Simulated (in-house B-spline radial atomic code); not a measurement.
Values are calculated unless marked as measured or tabulated.
# Stopping of slow ions oscillates with Z: B to Ti at r_s = 1.65

A nucleus sits in a uniform electron gas with a rigid positive background. The Kohn-Sham equations are solved self-consistently in the spin-unpolarised LDA (PW92), non-relativistic, on B-splines with outgoing waves at the boundary and partial waves to l = 8. The model has no lattice, no bands and no magnetic solution. Atomic units; δ_l are the phase shifts at the Fermi level, counted so that each bound state adds π, and good to about 0.0005.

The density parameter is r_s = 1.65 bohr. The friction coefficient Q = n k_F σ_tr gives dE/dx = Q v for slow ions. Some elements are left out of the table, so an extreme may lie at one of them.

| ion | δ0/π | δ1/π | δ2/π | δ3/π | σ_tr (bohr²) | Q (a.u.) |
| --- | --- | --- | --- | --- | --- | --- |
| B | 1.112 | 0.365 | 0.040 | 0.009 | 18.55 | 1.1469 |
| C | 1.249 | 0.477 | 0.044 | 0.010 | 22.07 | 1.3643 |
| N | 1.368 | 0.590 | 0.049 | 0.012 | 22.51 | 1.3915 |
| O | 1.473 | 0.701 | 0.058 | 0.014 | 19.63 | 1.2135 |
| F | 1.572 | 0.806 | 0.071 | 0.016 | 15.19 | 0.9392 |
| Ne | 1.671 | 0.905 | 0.088 | 0.018 | 11.04 | 0.6826 |
| Mg | 1.877 | 1.093 | 0.127 | 0.021 | 6.97 | 0.4306 |
| Al | 1.981 | 1.187 | 0.148 | 0.022 | 7.92 | 0.4898 |
| Si | 2.080 | 1.283 | 0.169 | 0.023 | 11.18 | 0.6908 |
| P | 2.172 | 1.379 | 0.191 | 0.024 | 16.29 | 1.0071 |
| S | 2.258 | 1.472 | 0.216 | 0.025 | 22.29 | 1.3779 |
| Cl | 2.336 | 1.558 | 0.248 | 0.025 | 28.27 | 1.7472 |
| Ar | 2.407 | 1.636 | 0.287 | 0.025 | 33.83 | 2.0910 |
| K | 2.472 | 1.704 | 0.334 | 0.025 | 38.93 | 2.4064 |
| Ca | 2.529 | 1.762 | 0.390 | 0.024 | 43.24 | 2.6726 |
| Sc | 2.580 | 1.810 | 0.453 | 0.022 | 45.86 | 2.8346 |
| Ti | 2.625 | 1.851 | 0.522 | 0.021 | 45.67 | 2.8230 |

Where are the largest and smallest frictions, and what do the phase shifts say there?

Largest: Sc, Q = 2.8346; smallest: Mg, Q = 0.4306, a ratio of 6.6. For the largest δ2/π = 0.45: the d resonance is about half filled and sits at the Fermi level, where it scatters most. For the smallest the differences δ_l − δ_(l+1), measured from the nearest multiple of π, are 0.22π, 0.03π, 0.11π; σ_tr grows with the sines of these.

At equal speed, Lindhard and Scharff's formula, with silicon as an example target, scales as Z^(7/6)/(Z^(2/3) + 14^(2/3))^(3/2). How does its rise from the first ion to the last compare?

It rises smoothly by 0.7294/0.2534 = 2.88, while Q changes by 2.823/1.147 = 2.46. The statistical formula averages over shells, so it can't show the oscillation.
